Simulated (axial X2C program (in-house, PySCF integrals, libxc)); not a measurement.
Spin–orbit effects down a group: molecules with Al, MP2

Calculated with an axial X2C code built on PySCF integrals, spin-free (one-electron X2C) or two-component (2c: spin–orbit coupling with atomic mean-field Coulomb and Gaunt terms, which also bring small scalar terms), in Dyall basis sets with cores contracted in-house; open shells are unrestricted.

Basis sets: Ag dyall-cv3z, Al dyall-v3z, Au dyall-cv3z, Cu dyall-cv3z. Frozen shells (counts by l): AlCu Cu 3s2p, Al 2s1p, 14 electrons correlated; AlAg Ag 4s3p1d, Al 2s1p, 14 electrons correlated; AlAu Au 5s4p2d1f, Al 2s1p, 14 electrons correlated. Where the outer core of a metal is frozen, bonds come out longer and ionisation energies lower.

```json
{"molecule": "AlCu", "spin-free state": "M_S = 0, Λ = 0", "Re (Å)": "2.286", "ωe (cm⁻¹)": "314.6", "De (eV)": "2.18", "2c state": "Ω = 0", "Re 2c (Å)": "2.287", "ωe 2c (cm⁻¹)": "314.3", "De 2c (eV)": "2.17"}
{"molecule": "AlAg", "spin-free state": "M_S = 0, Λ = 0", "Re (Å)": "2.446", "ωe (cm⁻¹)": "269.5", "De (eV)": "2.05", "2c state": "Ω = 0", "Re 2c (Å)": "2.446", "ωe 2c (cm⁻¹)": "269.2", "De 2c (eV)": "2.05"}
{"molecule": "AlAu", "spin-free state": "M_S = 0, Λ = 0", "Re (Å)": "2.327", "ωe (cm⁻¹)": "350.3", "De (eV)": "3.65", "2c state": "Ω = 0", "Re 2c (Å)": "2.327", "ωe 2c (cm⁻¹)": "350.6", "De 2c (eV)": "3.68"}
```

Each entry is the lowest single determinant of a limited PBE0 search at one distance. De goes to single-determinant-based atoms at the same level (for ions the charge split of lowest energy) and is withheld (n/a) where an atom does not fit its ground term or J level. Main or longest-lived isotopes. Some light 2c atoms are not at their ground J level, so De misses part of their lowering (0.04 eV or less).
